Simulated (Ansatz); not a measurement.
Computed with Ansatz on PBE0-D4/def2-TZVP structures; ΔE is electronic, products minus reactants. CBS: MP2 limit from def2 TZ/QZ plus the TZ coupled-cluster correction, frozen cores. This one scheme is used for every species, atoms too. For atomizations the MP2-based limit and the directly extrapolated one differ by several kJ/mol either way, and by 10 to 25 for some Ge, Se and Sn compounds, so smaller differences from it don't rank the levels. DFT in def2-TZVPP. Open shells (•) are unrestricted, without spin–orbit coupling. Spin–orbit coupling would lower the free atoms: a little for Si; clearly for Ga. For Ga outer-core shells are correlated without core-valence functions, so the limit isn't a true one: a few kJ/mol of doubt a bond, and 10 to 20 or more in all where bonds break to atoms. Scalar relativity is left out up to krypton.

Reaction (atomization): `[NH]1[SiH2][SiH2][GaH]1` → Ga• + 6 H• + N• + 2 Si•

CCSD(T)/CBS gives +30.72 eV.

Problem. Another level gave +30.00 eV. Which?
A. BHLYP/def2-TZVPP
B. LDA (SPW92)/def2-TZVPP
C. revPBE-D4/def2-TZVPP
D. BLYP/def2-TZVPP

Solution. C. revPBE-D4 30.00, BLYP 29.59, LDA (SPW92) 34.49, BHLYP 29.53 eV.

Largest T1 diagnostic among the species: 0.015.

At CCSD(T), def2-SVP lies −2.49 eV from the extrapolated value and def2-TZVPP −0.86 eV: correlation converges slowly with the basis, and small sets miss more of it in the bonded molecule than in its fragments. Leaving LDA and LC-ωPBE aside and taking each functional with its dispersion term where it has one, the values, not all of them listed here, spread over 1.02 eV, from BHLYP-D4 to ωB97X-V. LDA lies +4.17 eV from PBE without D4, its usual overbinding.
